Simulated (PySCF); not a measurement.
The numbers are results of PySCF with r2SCAN-D4/def2-TZVP, not measurements. All species are isolated molecules in the gas phase. One relaxed conformer stands for a flexible species; it need not be the lowest. Excitations are Tamm–Dancoff values on a coarser integration grid. The basis has no diffuse functions, so Rydberg states are missing or too high.

Reference species (SMILES): `C(=C\O)/S` (H–O–C–C torsion -180°, C–C–S–H torsion 0°) (neutral, multiplicity 1).

- brightest of the four lowest singlets (TDA) = 6.09 eV
- T1 excitation (TDA) = 3.56 eV
- S1–T1 gap (TDA) = 1.28 eV

Changed species: `S/C=C\O` (H–O–C–C torsion 0°, C–C–S–H torsion -99°).

Problem. What does the change do to the brightest of the four lowest singlets (TDA), T1 excitation (TDA) and S1–T1 gap (TDA)?

Solution. the brightest of the four lowest singlets (TDA) stays essentially unchanged; the T1 excitation (TDA) goes up by 0.49 eV, to 4.05 eV; the S1–T1 gap (TDA) rises by 0.32 eV, to 1.60 eV.
